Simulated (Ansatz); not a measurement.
Relaxation of BrH5O4Sn (11 atoms, charge 0, multiplicity 1), to a largest force component of 0.03 eV/Å in at most 50 steps.

These are results of Ansatz 0.2.0, RKS PBE/def2-SVP, not measurements.

```xyz
11
Properties=species:S:1:pos:R:3:forces:R:3
Sn 0.570 0.171 -0.234 0.10 0.24 0.58
O -1.005 0.009 2.490 0.51 0.28 -0.11
H -1.509 0.560 1.851 0.02 0.02 0.00
O 1.294 0.070 -2.087 0.00 0.00 0.00
H 1.868 -0.720 -2.155 0.00 0.00 0.00
O -1.111 1.276 -0.244 0.01 -0.01 0.01
H -1.633 1.068 -1.045 0.00 0.00 -0.01
O 0.239 -1.656 0.480 0.00 -0.02 0.00
H -0.233 -1.446 1.330 0.01 0.04 -0.02
Br 2.003 1.524 1.420 -0.19 -0.23 -0.36
H -0.240 0.599 2.720 -0.47 -0.31 -0.08
```

Task: Where does it end, and by what steps?

Result: It converged. After 12 steps the energy has fallen by 0.173 eV; H9 moved furthest, 0.54 Å.

| step | energy less start (eV) | largest force component (eV/Å) | accepted |
| --- | --- | --- | --- |
| 0 | 0.0000 | 0.578 | yes |
| 1 | -0.0297 | 1.312 | yes |
| 2 | -0.0699 | 0.947 | yes |
| 3 | -0.0982 | 0.623 | yes |
| 4 | -0.1241 | 0.545 | yes |
| 5 | -0.1457 | 0.619 | yes |
| 6 | -0.1590 | 0.365 | yes |
| 7 | -0.1114 | 0.616 | no |
| 8 | -0.1686 | 0.081 | yes |
| 9 | -0.1707 | 0.087 | yes |
| 10 | -0.1724 | 0.078 | yes |
| 11 | -0.1731 | 0.076 | yes |
| 12 | -0.1735 | 0.024 | yes |

```xyz
11
Properties=species:S:1:pos:R:3
Sn 0.484 0.131 0.051
O -0.873 0.152 2.164
H -1.527 0.660 1.618
O 1.094 0.154 -1.859
H 1.545 -0.696 -2.038
O -1.253 1.146 -0.163
H -1.423 1.309 -1.112
O 0.467 -1.829 0.439
H 0.036 -1.919 1.314
Br 2.106 1.514 1.416
H -0.413 0.832 2.699
```

Whether the end is a true minimum wasn't checked by a vibrational analysis.

The run took 25 s on 4 threads of Arm Neoverse V1, on a shared host, peak memory 0.21 GiB.
